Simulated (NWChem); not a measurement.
Program: NWChem. System: CH$_{2}$Cl, charge 0, spin multiplicity 4, at the geometry of a parent with another charge or spin, in a state set for the comparison that need not be this species' ground state. Its SCF solution wasn't tested for a lower state. Level: UMP2/def2-TZVP, 6 core orbitals frozen.

The NWChem input:

```
start mol
memory heap 200 mb stack 900 mb global 1100 mb
geometry units angstroms nocenter noautoz
  C      0.000000     0.000000    -1.118342
  Cl     0.000000     0.000000     0.587217
  H      0.967986     0.000000    -1.636316
  H     -0.967986     0.000000    -1.636316
  symmetry group C2v
end
basis spherical
  * library def2-tzvp
end
scf
  uhf
  nopen 3
  maxiter 100
  thresh 1e-7
  semidirect memsize 60000000 filesize 0
  # guess.movecs holds the orbitals of an unrestricted PBE0 run
  vectors input guess.movecs output mol.movecs
end
mp2
  freeze core 6
end
task mp2 energy
```

Output (cleaned and shortened):

```
             Northwest Computational Chemistry Package (NWChem) 7.3.0
             --------------------------------------------------------

                                NWChem Input Module
                                -------------------

 Scaling coordinates for geometry "geometry" by  1.889725989
 (inverse scale =  0.529177249)

 Turning off AUTOSYM since
 SYMMETRY directive was detected!

                             Geometry "geometry" -> ""
                             -------------------------

 Output coordinates in angstroms (scale by  1.889725989 to convert to a.u.)

  No.       Tag          Charge          X              Y              Z
 ---- ---------------- ---------- -------------- -------------- --------------
    1 C                    6.0000     0.00000000     0.00000000    -1.11834200
    2 Cl                  17.0000     0.00000000     0.00000000     0.58721700
    3 H                    1.0000     0.96798600     0.00000000    -1.63631600
    4 H                    1.0000    -0.96798600     0.00000000    -1.63631600

 Effective nuclear repulsion energy (a.u.)      45.1236850837

            Nuclear Dipole moment (a.u.)
            ----------------------------
        X                 Y               Z
 ---------------- ---------------- ----------------
     0.0000000000     0.0000000000     0.0000094486

      Symmetry information
      --------------------

 Group name             C2v
 Group number             16
 Group order               4
 No. of unique centers     3

      Symmetry unique atoms

     1    2    3


 Summary of "ao basis" -> "" (spherical)
 ------------------------------------------------------------------------------
       Tag                 Description            Shells   Functions and Types
 ---------------- ------------------------------  ------  ---------------------
 *                         def2-tzvp                  on all atoms

 Summary of "ao basis" -> "ao basis" (spherical)
 ------------------------------------------------------------------------------
       Tag                 Description            Shells   Functions and Types
 ---------------- ------------------------------  ------  ---------------------
 C                         def2-tzvp                11       31   5s3p2d1f
 Cl                        def2-tzvp                13       37   5s5p2d1f
 H                         def2-tzvp                 4        6   3s1p

                                 NWChem SCF Module
                                 -----------------

  ao basis        = "ao basis"
  functions       =    80
  atoms           =     4
  alpha electrons =    14
  beta  electrons =    11
  charge          =   0.00
  wavefunction    = UHF
  use symmetry    = T
  symmetry adapt  = T

 Summary of "ao basis" -> "ao basis" (spherical)
 ------------------------------------------------------------------------------
       Tag                 Description            Shells   Functions and Types
 ---------------- ------------------------------  ------  ---------------------
 C                         def2-tzvp                11       31   5s3p2d1f
 Cl                        def2-tzvp                13       37   5s5p2d1f
 H                         def2-tzvp                 4        6   3s1p

      Symmetry analysis of basis
      --------------------------

        a1         35
        a2          7
        b1         21
        b2         17

 Forming initial guess at       0.0s

   Symmetry analysis of molecular orbitals - initial alpha
[...]
    2 Cl  17     9.10   1.01  0.23  0.75  0.60  0.37  2.11  0.83  0.63  1.62  0.78  0.06  0.12  0.01
    3 H    1     0.48   0.13  0.23  0.11  0.02
    4 H    1     0.48   0.13  0.23  0.11  0.02

   Mulliken analysis of the beta density
   -------------------------------------

    Atom       Charge   Shell Charges
 -----------   ------   -------------------------------------------------------
    1 C    6     2.42   0.43  0.56  0.20  0.32  0.04  0.33  0.39  0.12  0.01  0.02  0.00
    2 Cl  17     7.70   1.01  0.22  0.76  0.56  0.41  2.07  0.86  0.39  0.95  0.44  0.01  0.02  0.00
    3 H    1     0.44   0.13  0.25  0.05  0.01
    4 H    1     0.44   0.13  0.25  0.05  0.01

   Mulliken analysis of the spin density
   -------------------------------------

    Atom       Charge   Shell Charges
 -----------   ------   -------------------------------------------------------
    1 C    6     1.52   0.01 -0.01  0.11  0.13 -0.05  0.51  0.62  0.20 -0.00  0.00 -0.00
    2 Cl  17     1.40   0.00  0.00 -0.00  0.04 -0.04  0.04 -0.03  0.24  0.67  0.33  0.05  0.10  0.00
    3 H    1     0.04  -0.00 -0.02  0.06  0.01
    4 H    1     0.04  -0.00 -0.02  0.06  0.01

       Multipole analysis of the density wrt the origin
       ------------------------------------------------

     L   x y z        total         alpha         beta         nuclear
     -   - - -        -----         -----         ----         -------
     0   0 0 0     -0.000000    -14.000000    -11.000000     25.000000

     1   1 0 0     -0.000000     -0.000000      0.000000      0.000000
     1   0 1 0      0.000000      0.000000      0.000000      0.000000
     1   0 0 1     -0.008878      0.574372     -0.583259      0.000009

     2   2 0 0    -12.993493    -11.992765     -7.692880      6.692152
     2   1 1 0      0.000000     -0.000000      0.000000      0.000000
     2   1 0 1      0.000000      0.000000      0.000000      0.000000
     2   0 2 0    -15.403224     -9.584603     -5.818622      0.000000
     2   0 1 1      0.000000      0.000000      0.000000      0.000000
     2   0 0 2    -16.960243    -49.297984    -34.516860     66.854601

                   NWChem MP2 Semi-direct Energy/Gradient Module
                   ---------------------------------------------

  Basis functions       =     80
  Molecular orbitals    =     80
  Frozen core           =      6
  Frozen virtuals       =      0
  Active alpha occupied =      8
  Active beta occupied  =      5
  Active alpha virtual  =     66
  Active beta virtual   =     69
  Use MO symmetry       = T
  Use skeleton AO sym   = T

  AO/Fock/Back tols     =   1.0D-09  1.0D-09  1.0D-09

 GA uses MA = F    GA memory limited = T

 Available:
  local mem=  1.26D+08
 global mem=  1.44D+08
 local disk=  0.00D+00
  mp2_memr nvloc                    66
  nvloc new                    66
   1 passes of   8:        4194304                      39445                   5807724.
   1 passes of   8: M    126150097           G      144166400           F     121955793.

 Semi-direct pass number   1 of   1  for UHF alpha       at        0.8s
  vrange nnbf                  3229
  mp2_eaftype                    22  avail_ma_in_mb                  1099
 EAF : mp2_eaftype filesize          22    2903862.
  mp2_eaf for mointskh                     22
Node 0 wrote     13.6 Mb in      0.0 s     Agg I/O rate:  2450.6 Mb/s
 Done moints_semi at        1.8s
  mp2_eaftype                    22  avail_ma_in_mb                  1077
 EAF : mp2_eaftype filesize          22    2903862.
  mp2_eaf for kh                    22
 Done maket at        1.9s
 Done multipass loop at        1.9s

 GA uses MA = F    GA memory limited = T

 Available:
  local mem=  1.26D+08
 global mem=  1.44D+08
 local disk=  0.00D+00
  mp2_memr nvloc                    69
  nvloc new                    69
   1 passes of   5:        4194304                      30299                   3798640.
   1 passes of   5: M    126150097           G      144166400           F     121955793.

 Semi-direct pass number   1 of   1  for UHF beta        at        1.9s
  vrange nnbf                  3229
  mp2_eaftype                    14  avail_ma_in_mb                  1099
 EAF : mp2_eaftype filesize          14    1899320.
  mp2_eaf for mointskh                     14
Node 0 wrote      8.9 Mb in      0.0 s     Agg I/O rate:  1600.7 Mb/s
 Done moints_semi at        2.9s
  mp2_eaftype                    14  avail_ma_in_mb                  1085
 EAF : mp2_eaftype filesize          14    1899320.
  mp2_eaf for kh                    14
 Done maket at        2.9s
 Done multipass loop at        2.9s

          -------------------------------------------
          SCF energy                -498.247949160136
          Correlation energy          -0.308323224927
          Singlet pairs                0.000000000000
          Triplet pairs                0.000000000000
          Total MP2 energy          -498.556272385063
          -------------------------------------------

          ---------------------------------------------------
                    Spin Component Scaled (SCS) MP2
          Same spin pairs                     -0.077517433322
          Same spin scaling factor             0.333333333333
          Opposite spin pairs                 -0.230805791605
          Opposite spin scaling fact.          1.200000000000
          SCS-MP2 correlation energy          -0.302806094367
          Total SCS-MP2 energy              -498.550755254502
          ---------------------------------------------------

 -----------------------
 Performance information
 -----------------------

 Timer overhead =  9.50D-08 seconds/call

               Nr. of calls         CPU time (s)                 Wall time (s)                GFlops
             ---------------    -------------------     ------------------------------   -------------------
Name         Min   Avg   Max    Min     Avg     Max     Min     Avg     Max   Mx/calls   Min     Max     Sum
mp2: moin     2     2     2    2.1     2.1     2.1      2.1     2.1     2.1     1.0      0.0     0.0     0.0
mp2: make     2     2     2   6.49E-2 6.49E-2 6.49E-2  6.49E-2 6.49E-2 6.49E-2 3.25E-2   0.0     0.0     0.0
mp2: tota     1     1     1    2.2     2.2     2.2      2.2     2.2     2.2     2.2      0.0     0.0     0.0

 The average no. of pstat calls per process was 5.00D+00
 with a timing overhead of 4.75D-07s

 Task  times  cpu:        2.9s     wall:        2.9s

 Total times  cpu:        2.9s     wall:        2.9s
```
